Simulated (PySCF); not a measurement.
The third ionisation energy along group 15

All values are computed (PySCF 2.14, energy differences of UHF-based or UKS calculations, no spin-orbit coupling). Values in eV. The last column holds reference values (NIST; (s) semi-empirical, (t) theoretical, else measured). Unmarked ones compare directly (S terms, centres of terms, or small fine structure); those marked * lie between the lowest fine-structure levels and include a spin-orbit shift.

| element | configurations | UHF | LDA | PBE0 | r2SCAN | MP2 (valence) | SCS-MP2 (valence) | reference |
| --- | --- | --- | --- | --- | --- | --- | --- | --- |
| N (aug-cc-pVQZ with one added diffuse shell each of s, p, d, f, g type, non-relativistic) | [He] 2s2 2p1 → [He] 2s2 | 47.295 | 47.862 | 48.001 | 48.221 | 47.522 | 47.472 | 47.445 (s) * |
| P (aug-cc-pV(Q+d)Z with one added diffuse shell each of s, p, d, f, g type, non-relativistic) | [Ne] 3s2 3p1 → [Ne] 3s2 | 29.589 | 30.209 | 30.269 | 30.381 | 29.916 | 29.910 | 30.203 * |
| As (aug-cc-pVQZ-PP with one added diffuse shell each of s, p, d, f, g type with ECP10MDF, ECP) | [Ar] 3d10 4s2 4p1 → [Ar] 3d10 4s2 | 27.487 | 28.134 | 28.035 | 28.266 | 27.780 | 27.773 | 28.349 ± 0.012 * |
| Bi (aug-cc-pVQZ-PP with one added diffuse shell each of s, p, d, f, g type with ECP60MDF, ECP) | [Xe] 4f14 5d10 6s2 6p1 → [Xe] 4f14 5d10 6s2 | 23.052 | 23.883 | 23.665 | 23.734 | 23.280 | 23.272 | 25.571 * |

Task: Fill in the row of Sb (aug-cc-pVQZ-PP with one added diffuse shell each of s, p, d, f, g type with ECP28MDF, ECP) ([Kr] 4d10 5s2 5p1 → [Kr] 4d10 5s2).

Result: UHF 24.147; LDA 24.925; PBE0 24.740; r2SCAN 24.882; MP2 (valence) 24.402; SCS-MP2 (valence) 24.396; reference 25.323 * (eV).

"Valence" correlates the outer s and p shells and, in groups 3 to 12 and the f block, the outer d or f shell, open or full, or the next shell where the ion has no valence electron left; the wider scheme adds the next inner shell.
